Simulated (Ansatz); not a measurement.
Reaction (hydrogenolysis of a B–C bond): `CB(Cl)CBr` + H₂ → `CBCl` + `CBr`

Gas-phase electronic energies from Ansatz, PBE0-D4/def2-TZVP geometries. CCSD(T)/CBS adds triple-zeta CCSD(T) − MP2 to the extrapolated MP2 energy (def2 sets, frozen cores). This one scheme is used for every species. For Br outer-core shells are correlated without core-valence functions, which leaves a few kJ/mol of doubt a bond. Scalar relativity is left out up to krypton. One conformer a species, not always the lowest.

| species | CCSD/CBS(def2) energy (Eh) |
| --- | --- |
| `CB(Cl)CBr` | -3137.02828 |
| H₂ | -1.17544 |
| `CBCl` | -525.05113 |
| `CBr` | -2613.15755 |

Problem. Work out ΔE.

Solution. ΔE = (-525.05113) + (-2613.15755) − (-3137.02828) − (-1.17544) = -0.00496 Eh = -13.0 kJ/mol. CCSD(T)/CBS gives -6.6 kJ/mol.

Largest T1 diagnostic among the species: 0.011.

From BLYP to BHLYP (50 % exact exchange), in def2-TZVPP and without D4, ΔE moves by −3.3 kJ/mol. In def2-TZVPP, CCSD(T) changes the Hartree–Fock value by +33.2 kJ/mol (the triples alone add +6.4 kJ/mol) and MP2 by +40.5 kJ/mol. The D4 term adds +15.8 kJ/mol with B3LYP and +8.7 kJ/mol with PBE0; it sums over pairs of atoms, weighted by their polarisabilities, and B3LYP, whose exchange is more repulsive, gets the larger term.

B3LYP here is the variant with VWN-RPA as its local correlation; programs differ in this.
